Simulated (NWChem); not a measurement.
System: C3H3NS; SMILES c1cscn1

Here is an NWChem input.

```
start job
memory heap 200 mb stack 900 mb global 1100 mb
geometry units angstroms noautoz
  C     -0.681712    -1.242716     0.000000
  C     -1.213640     0.018748     0.000000
  S      0.053201     1.176186     0.000000
  C      1.197701    -0.121656     0.000000
  N      0.680765    -1.310665     0.000000
  H     -1.270149    -2.162221     0.000000
  H     -2.260863     0.316295     0.000000
  H      2.270808     0.084429     0.000000
end
basis spherical
  C library def2-svp
  S library def2-svp
  N library def2-svp
  H library def2-svp
end
dft
  xc xpbe96 cpbe96
  iterations 150
  mulliken
end
task dft energy
```

Coordinates come from a PBE0/def2-SVP optimisation.

Predict the main results of this run. (PBE/def2-SVP.) Quantities: energy (Ha); highest occupied level (eV); orbital gap (eV); dipole (D).


| Quantity | Value |
|---|---|
| energy (Ha) | -568.43 |
| highest occupied level (eV) | -6.24 |
| orbital gap (eV) | 4.62 |
| dipole (D) | 1.49 |
